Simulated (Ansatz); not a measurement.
## Worked example: a bond strength in SnSiH4OF (SMILES [F][SnH][O][SiH3])

SnSiH4OF: 8 atoms, total charge 0, spin state doublet. As SMILES, `[F][SnH][O][SiH3]`. The shape was relaxed beforehand at B3LYP/def2-SVP. This is one conformer, not always the lowest.

```xyz
8

F    -1.6443    1.7904    1.0348
Sn   -0.4349    1.9349   -0.5005
O     0.2427    0.0688   -0.6744
Si    0.7309   -1.2035    0.2838
H    -1.4733    2.1583   -1.9168
H     1.7362   -2.0095   -0.4668
H    -0.4260   -2.0785    0.6339
H     1.3609   -0.7181    1.5501
```

Wanted: the dissociation energy of the H7–Si4 bond into doublet H and singlet SnSiH3OF (shapes relaxed at B3LYP/def2-SVP, no zero-point term). 1 Eh = 2625.50 kJ/mol = 27.2114 eV. Totals in Eh; open shells run unrestricted unless said.

```
                             level  program     SnSiH4OF  doublet H  singlet SnSiH3OF
  USVWN5/def2-SVP (core potential)   Ansatz  -678.369812  -0.477468       -677.853286
U-r2SCAN/def2-SVP (core potential)   Ansatz  -681.039084  -0.499209       -680.503519
  UB3LYP/def2-SVP (core potential)   Ansatz  -681.158808  -0.501259       -680.627460
```

**Question.** Work out the dissociation energy at each level.

**Answer.** 
1. USVWN5/def2-SVP (core potential): (-0.477468) + (-677.853286) − (-678.369812) = 0.039058 Eh = 102.5 kJ/mol = 1.06 eV.
2. U-r2SCAN/def2-SVP (core potential): (-0.499209) + (-680.503519) − (-681.039084) = 0.036356 Eh = 95.5 kJ/mol = 0.99 eV.
3. UB3LYP/def2-SVP (core potential): (-0.501259) + (-680.627460) − (-681.158808) = 0.030089 Eh = 79.0 kJ/mol = 0.82 eV.

The levels span 79 to 103 kJ/mol; no measured value is set beside them. A fragment with an even electron count was run as a singlet and may have a lower triplet. A bond enthalpy at 298 K also holds the loss of zero-point energy and thermal terms.
